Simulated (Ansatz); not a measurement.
Program: Ansatz. Geometries: PBE0-D4/def2-TZVP. ΔE: electronic, gas phase. CCSD(T)/CBS is the MP2 limit (def2-TZVPP, def2-QZVPP) plus CCSD(T) − MP2 in def2-TZVPP, frozen cores. Functionals use def2-TZVPP. For Ge outer-core shells are correlated without core-valence functions, which leaves a few kJ/mol of doubt a bond. Scalar relativity is left out up to krypton. One conformer a species, not always the lowest.

Consider the cleavage of the Si–Si bond: `O[SiH](F)[SiH2][SiH3]` + `[NH2][GeH2][OH]` → `[OH][GeH2][NH][SiH](O)F` + `[SiH3][SiH3]`.

CCSD(T)/CBS gives -1.14 eV.

Q: Another level gave -1.19 eV. Which?
A. PBE/def2-TZVPP
B. MP2/def2-TZVPP
C. r2SCAN/def2-TZVPP
D. CCSD/def2-TZVPP

A: D. CCSD/def2-TZVPP -1.19, MP2/def2-TZVPP -1.23, r2SCAN -1.08, PBE -0.88 eV.

Largest T1 diagnostic among the species: 0.013.

The D4 term adds −0.05 eV with B3LYP and −0.02 eV with PBE0; it sums over pairs of atoms, weighted by their polarisabilities, and B3LYP, whose exchange is more repulsive, gets the larger term. From PBE to PBE0 (25 % exact exchange), in def2-TZVPP and without D4, ΔE moves by −0.09 eV.

B3LYP here is the variant with VWN-RPA as its local correlation; programs differ in this.
